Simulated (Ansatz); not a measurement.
Molecule: sum formula SnCl₂F₂ (charge 0, singlet). 
Geometry from a B3LYP-D3(BJ)/def2-TZVP (Ansatz, a first-principles code) optimisation:
SMILES: [Cl][Sn]([F])([Cl])[F]
```xyz
5

F     -0.0993    -1.4702    -1.4059
Sn    -0.0148    -0.2112     0.0159
F     -0.0905    -1.2442     1.6099
Cl    -1.8461     1.1629    -0.0818
Cl     1.9900     0.8954    -0.0729
```
Charge 0, spin multiplicity 1.

Basis-set convergence of Hartree-Fock and CCSD correlation energies (hartree) with Ansatz. Correlated levels leave the core frozen unless marked. No spin-orbit coupling. Frozen are the shells of the preceding noble gas and the d and f shells that filled before the atom's block. In def2 rows, elements after Kr have scalar-relativistic effective core potentials.

| basis | functions | E(HF) | E(corr, CCSD) |
|---|---|---|---|
| def2-SVPD | 132 | -1330.93913 | -0.79341 |
| def2-TZVPPD | 238 | -1331.50286 | -1.01361 |
| def2-QZVPPD | 378 | -1331.54054 | -1.09793 |

Extrapolating the two largest sets (X = 3 and 4) as X^-3: E(corr) = (64·(-1.09793) - 27·(-1.01361))/37 = -1.1595 Eh, an estimate of the basis-set limit. The largest set recovers 94.7 % of it, the smallest 68.4 %.
